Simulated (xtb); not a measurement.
CH3O (SMILES C=[OH+]), charge +1, singlet, from a rough starting geometry; GFN2-xTB (xtb).

Input for xtb:
```
$ xtb mol.xyz --gfn 2 --chrg 1 --opt vtight --json

# file mol.xyz
5

C     -0.40882158     0.02807817    -0.01620903
O      0.77484244    -0.42841490     0.04490422
H     -1.18737541    -0.70656373     0.00973161
H     -0.63219335     1.09213283    -0.01932851
H      1.57451774     0.08746793    -0.07046623
```

Output, abridged:

```
   ID    Z sym.   atoms
    1    6 C      1
    2    8 O      2
    3    1 H      3-5

           -------------------------------------------------
          |                Calculation Setup                |
           -------------------------------------------------

           -------------------------------------------------
          |                 G F N 2 - x T B                 |
           -------------------------------------------------

          ...................................................
          :                      SETUP                      :
          :.................................................:
          :  # basis functions                  11          :
          :  # atomic orbitals                  11          :
          :  # shells                            7          :
          :  # electrons                        12          :
          :  max. iterations                   250          :
          :  Hamiltonian                  GFN2-xTB          :
          :  restarted?                      false          :
          :  GBSA solvation                  false          :
          :  PC potential                    false          :
          :  electronic temp.          300.0000000     K    :
          :  accuracy                    1.0000000          :
          :  -> integral cutoff          0.2500000E+02      :
          :  -> integral neglect         0.1000000E-07      :
          :  -> SCF convergence          0.1000000E-05 Eh   :
          :  -> wf. convergence          0.1000000E-03 e    :
          :  Broyden damping             0.4000000          :
          :  net charge                          1          :
          :  unpaired electrons                  0          :
          ...................................................

 iter      E             dE          RMSdq      gap      omega  full diag
   1     -7.2561929 -0.725619E+01  0.666E+00    3.81       0.0  T
   2     -7.2600646 -0.387171E-02  0.449E+00    3.78       1.0  T
   3     -7.2552500  0.481463E-02  0.122E+00    3.40       1.0  T
   4     -7.2612803 -0.603026E-02  0.231E-01    3.56       1.0  T
   5     -7.2613431 -0.628845E-04  0.591E-02    3.58       1.0  T
   6     -7.2613438 -0.629654E-06  0.147E-02    3.58       3.1  T
   7     -7.2613441 -0.287299E-06  0.388E-03    3.58      11.5  T
   8     -7.2613441 -0.646256E-08  0.708E-04    3.58      63.2  T
   9     -7.2613441 -0.248601E-10  0.619E-04    3.58      72.2  T

[...]
         :: total energy              -7.185266422083 Eh    ::
 * total energy  :    -7.1852664 Eh     change       -0.1004028E-08 Eh
 * total energy  :    -7.1896840 Eh     change       -0.4417557E-02 Eh
 * total energy  :    -7.1874992 Eh     change        0.2184792E-02 Eh
 * total energy  :    -7.1905114 Eh     change       -0.3012174E-02 Eh
 * total energy  :    -7.1905541 Eh     change       -0.4270221E-04 Eh
 * total energy  :    -7.1905718 Eh     change       -0.1772856E-04 Eh
 * total energy  :    -7.1905730 Eh     change       -0.1183605E-05 Eh
 * total energy  :    -7.1905733 Eh     change       -0.2899753E-06 Eh
 * total energy  :    -7.1905733 Eh     change       -0.1336370E-07 Eh
   *** GEOMETRY OPTIMIZATION CONVERGED AFTER 9 ITERATIONS ***
         :: total energy              -7.190573278964 Eh    ::
[...]
        10                         -0.0184593              -0.5023
        11                          0.2431348               6.6160
      -------------------------------------------------------------
                  HL-Gap            0.1416808 Eh            3.8553 eV
             Fermi-level           -0.6765104 Eh          -18.4088 eV

     #   Z          covCN         q      C6AA      α(0)
     1   6 C        2.702     0.171    24.296     8.068
     2   8 O        1.656    -0.022    14.786     5.191
     3   1 H        0.923     0.232     0.950     1.524
     4   1 H        0.923     0.193     1.134     1.665
     5   1 H        0.801     0.426     0.441     1.043

 Mol. C6AA /au·bohr⁶  :        130.783438
 Mol. C8AA /au·bohr⁸  :       2808.614345
 Mol. α(0) /au        :         17.490912

Wiberg/Mayer (AO) data.
largest (>0.10) Wiberg bond orders for each atom

 ---------------------------------------------------------------------------
     #   Z sym  total        # sym  WBO       # sym  WBO       # sym  WBO
 ---------------------------------------------------------------------------
     1   6 C    3.680 --     2 O    1.839     4 H    0.928     3 H    0.909
     2   8 O    2.654 --     1 C    1.839     5 H    0.782
     3   1 H    0.946 --     1 C    0.909
     4   1 H    0.963 --     1 C    0.928
     5   1 H    0.819 --     2 O    0.782
 ---------------------------------------------------------------------------

Topologies differ in total number of bonds
Writing topology from bond orders to xtbtopo.mol

molecular dipole:
                 x           y           z       tot (Debye)
 q only:        0.348       0.216      -0.029
   full:        0.449       0.399      -0.036       1.529
molecular quadrupole (traceless):
                xx          xy          yy          xz          yz          zz
 q only:        4.596       0.859      -1.381      -0.144      -0.073      -3.214
  q+dip:        4.837       1.878      -0.976      -0.189      -0.124      -3.861
   full:        4.423       1.726      -1.764      -0.162      -0.062      -2.659

optimized geometry written to: xtbopt.xyz

           -------------------------------------------------
          | TOTAL ENERGY               -7.190573278964 Eh   |
          | GRADIENT NORM               0.000056323114 Eh/α |
          | HOMO-LUMO GAP               3.855331771269 eV   |
           -------------------------------------------------

normal termination of xtb
```
